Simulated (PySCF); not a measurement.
CH₄AlClOSe, SMILES C[O][Al]([Cl])[SeH]. Heavy atoms are numbered as in [Al:1]([Cl:2])([O:3][CH3:4])[SeH:8]. Hydrogens are named by the atom that carries them.

The structure is a stationary point at ωB97X-D3(BJ)/def2-SVP. Other conformers were not sampled.

Method: PySCF with PBE/pcSseg-1.

GIAO shieldings, no solvent; atoms alike by connectivity are averaged. δ = σ(ref) − σ: ³⁵Cl against HCl (σ = 936.5 ppm); ¹⁷O against H2O (σ = 334.3 ppm); ¹³C against TMS (σ = 182.0 ppm); ¹H against TMS (σ = 31.49 ppm); ⁷⁷Se against Me2Se (σ = 1634.8 ppm), references at their B3LYP-D3(BJ)/def2-TZVP geometries, non-relativistic (without spin–orbit terms, shifts of atoms bonded to Cl or Br come out too high).

```
atoms      nucleus  count     δ (ppm)
---------  -------  -----  ----------
Cl2           ³⁵Cl      1  (withheld)
O3             ¹⁷O      1  (withheld)
C4 (CH3)       ¹³C      1        59.5
H on C4         ¹H      3        4.43
H on Se8        ¹H      1  (withheld)
Se8 (SeH)     ⁷⁷Se      1      -573.0
```

Task: Some entries are withheld; supply them. (An estimate is asked for; the answer gives what the named calculation found.)

Result: 
- H on Se8, δ (ppm): 0.27
- Cl2, δ (ppm): 30.4
- O3, δ (ppm): 65.4
